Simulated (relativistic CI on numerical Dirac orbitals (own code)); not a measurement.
# Slater and spin-orbit integrals, Ba⁴⁴⁺

Computed by Dirac-Coulomb-Breit CI, KLI orbitals optimised for each configuration, model QED, unscaled Slater integrals (own radial code, finite nucleus).

Slater integrals F^k, G^k are unscaled and averaged over j, outside the closed core [Ne]; ζ comes from projecting the Hamiltonian with its Breit term on Σ l·s of the shell.

- 3s.3p: G^1(3s,3p) = 493290, ζ(3p) = 538410 cm⁻¹; <r>(3s) = 0.259, <r^2>(3s) = 0.07644, <r>(3p) = 0.2506, <r^2>(3p) = 0.07254 (bohr units).
- 3p2: F^2(3p,3p) = 392450, ζ(3p) = 538250 cm⁻¹; <r>(3p) = 0.2508, <r^2>(3p) = 0.07267 (bohr units).
- 3s.3d: G^2(3s,3d) = 303460, ζ(3d) = 72268 cm⁻¹; <r>(3s) = 0.2592, <r^2>(3s) = 0.07654, <r>(3d) = 0.2204, <r^2>(3d) = 0.05588 (bohr units).

Averages of the first 10 configurations, taken without configuration mixing, which lowers the lowest level and can move excited configurations by several eV; other configurations of the list can lie among them:

```tsv
Configuration	Parity	States	Average energy above the lowest level (eV)
3s2	even	1	3.9
3s.3p	odd	12	168.5
3p2	even	15	350.1
3s.3d	even	20	360.1
3d2	even	45	725.6
3p.3d	odd	60	534.5
3p.4s	odd	12	1803.5
3d.4s	even	20	1985.8
3s.4s	even	4	1628.1
3s.4p	odd	12	1701.6
```
